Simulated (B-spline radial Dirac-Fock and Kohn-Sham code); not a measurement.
**X-ray form factors of rubidium in several charge states**

Method: relativistic Hartree-Fock (Dirac-Fock) wave functions, averaged over the configuration. Computed with a radial B-spline solver.

Configurations: Rb⁸⁺ [Ar] 3d10 4s1; Rb⁹⁺ [Ar] 3d10; Rb¹⁰⁺ [Ar] 3d9; Rb¹²⁺ [Ar] 3d7; Rb¹⁴⁺ [Ar] 3d5; Rb¹⁵⁺ [Ar] 3d4. The first column is f₀ of Rb⁸⁺, the others are differences from it.

| s (Å⁻¹) | Rb⁸⁺ | Δ Rb⁹⁺ | Δ Rb¹⁰⁺ | Δ Rb¹²⁺ | Δ Rb¹⁴⁺ | Δ Rb¹⁵⁺ |
| --- | --- | --- | --- | --- | --- | --- |
| 0 | 29.000 | -1.000 | -2.000 | -4.000 | -6.000 | -7.000 |
| 0.05 | 28.860 | -0.967 | -1.957 | -3.940 | -5.926 | -6.919 |
| 0.1 | 28.449 | -0.872 | -1.833 | -3.766 | -5.710 | -6.685 |
| 0.15 | 27.792 | -0.731 | -1.646 | -3.497 | -5.373 | -6.318 |
| 0.2 | 26.928 | -0.565 | -1.418 | -3.162 | -4.946 | -5.851 |
| 0.25 | 25.902 | -0.394 | -1.174 | -2.788 | -4.462 | -5.317 |
| 0.3 | 24.758 | -0.239 | -0.937 | -2.406 | -3.954 | -4.752 |
| 0.35 | 23.539 | -0.111 | -0.724 | -2.038 | -3.448 | -4.184 |
| 0.4 | 22.281 | -0.016 | -0.544 | -1.698 | -2.966 | -3.636 |
| 0.45 | 21.012 | +0.044 | -0.400 | -1.396 | -2.518 | -3.121 |
| 0.5 | 19.755 | +0.075 | -0.290 | -1.134 | -2.114 | -2.648 |
| 0.6 | 17.343 | +0.076 | -0.153 | -0.724 | -1.437 | -1.842 |
| 0.7 | 15.141 | +0.041 | -0.086 | -0.439 | -0.925 | -1.216 |
| 0.8 | 13.203 | +0.005 | -0.052 | -0.246 | -0.553 | -0.751 |
| 0.9 | 11.555 | -0.016 | -0.031 | -0.119 | -0.295 | -0.420 |
| 1 | 10.192 | -0.024 | -0.016 | -0.038 | -0.126 | -0.198 |
| 1.1 | 9.093 | -0.021 | -0.004 | +0.008 | -0.023 | -0.059 |
| 1.2 | 8.221 | -0.015 | +0.005 | +0.033 | +0.035 | +0.022 |
| 1.4 | 6.998 | -0.002 | +0.013 | +0.046 | +0.075 | +0.085 |
| 1.6 | 6.219 | +0.003 | +0.015 | +0.043 | +0.077 | +0.094 |
